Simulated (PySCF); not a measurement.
# CaF: frontier orbitals

UHF at R = 1.947 Å; Ca pcseg-1, F pcseg-1; no relativity (PySCF 2.14). State: ²Σ⁺ (doublet), unpaired electrons σ ↑. Only the outer orbitals are listed, counted within each symmetry.

```json
{"spin": "α", "orbital": "6σ", "occ.": "1", "ε (eV)": "-39.86", "on Ca (%)": "18", "main shells (%)": "81 F s, 17 Ca p"}
{"spin": "α", "orbital": "2π", "occ.": "1", "ε (eV)": "-35.84", "on Ca (%)": "100", "main shells (%)": "100 Ca p"}
{"spin": "α", "orbital": "2π", "occ.": "1", "ε (eV)": "-35.84", "on Ca (%)": "100", "main shells (%)": "100 Ca p"}
{"spin": "α", "orbital": "7σ", "occ.": "1", "ε (eV)": "-34.98", "on Ca (%)": "83", "main shells (%)": "82 Ca p, 17 F s"}
{"spin": "α", "orbital": "8σ", "occ.": "1", "ε (eV)": "-14.66", "on Ca (%)": "5", "main shells (%)": "95 F p"}
{"spin": "α", "orbital": "3π", "occ.": "1", "ε (eV)": "-14.31", "on Ca (%)": "4", "main shells (%)": "96 F p"}
{"spin": "α", "orbital": "3π", "occ.": "1", "ε (eV)": "-14.31", "on Ca (%)": "4", "main shells (%)": "96 F p"}
{"spin": "α", "orbital": "9σ", "occ.": "1", "ε (eV)": "-5.65", "on Ca (%)": "100", "main shells (%)": "82 Ca s, 17 Ca p"}
{"spin": "α", "orbital": "4π", "occ.": "0", "ε (eV)": "1.66", "on Ca (%)": "100", "main shells (%)": "92 Ca p, 8 Ca d"}
{"spin": "α", "orbital": "4π", "occ.": "0", "ε (eV)": "1.66", "on Ca (%)": "100", "main shells (%)": "92 Ca p, 8 Ca d"}
{"spin": "α", "orbital": "10σ", "occ.": "0", "ε (eV)": "2.58", "on Ca (%)": "100", "main shells (%)": "45 Ca s, 43 Ca p, 12 Ca d"}
{"spin": "β", "orbital": "6σ", "occ.": "1", "ε (eV)": "-39.82", "on Ca (%)": "17", "main shells (%)": "82 F s, 16 Ca p"}
{"spin": "β", "orbital": "2π", "occ.": "1", "ε (eV)": "-35.75", "on Ca (%)": "100", "main shells (%)": "100 Ca p"}
{"spin": "β", "orbital": "2π", "occ.": "1", "ε (eV)": "-35.75", "on Ca (%)": "100", "main shells (%)": "100 Ca p"}
{"spin": "β", "orbital": "7σ", "occ.": "1", "ε (eV)": "-34.81", "on Ca (%)": "84", "main shells (%)": "83 Ca p, 16 F s"}
{"spin": "β", "orbital": "8σ", "occ.": "1", "ε (eV)": "-14.62", "on Ca (%)": "5", "main shells (%)": "95 F p"}
{"spin": "β", "orbital": "3π", "occ.": "1", "ε (eV)": "-14.33", "on Ca (%)": "4", "main shells (%)": "96 F p"}
{"spin": "β", "orbital": "3π", "occ.": "1", "ε (eV)": "-14.33", "on Ca (%)": "4", "main shells (%)": "96 F p"}
{"spin": "β", "orbital": "9σ", "occ.": "0", "ε (eV)": "0.18", "on Ca (%)": "100", "main shells (%)": "94 Ca s"}
{"spin": "β", "orbital": "4π", "occ.": "0", "ε (eV)": "3.04", "on Ca (%)": "100", "main shells (%)": "94 Ca p"}
{"spin": "β", "orbital": "4π", "occ.": "0", "ε (eV)": "3.04", "on Ca (%)": "100", "main shells (%)": "94 Ca p"}
```

Which are the highest filled and the lowest empty level, where do they sit, and how wide is the gap?

Highest filled α 9σ at -5.65 eV (in %: 82 Ca s, 17 Ca p); lowest empty β 9σ at 0.18 eV (in %: 94 Ca s); the gap at UHF is 5.83 eV. An empty level above zero is unbound, and its energy depends on the basis.

| Property | Result |
| --- | --- |
| bond order (Mayer) | 0.45 |
| ⟨S²⟩ | 0.750 |
| charge on Ca (Mulliken, basis-dependent) | 0.75 |
| charge on Ca (Löwdin, basis-dependent) | 0.55 |
| dipole moment (positive dipole means Ca(−)F(+)) | -3.35 D |

The state was picked by a PBE0 search and need not be the measured ground state.
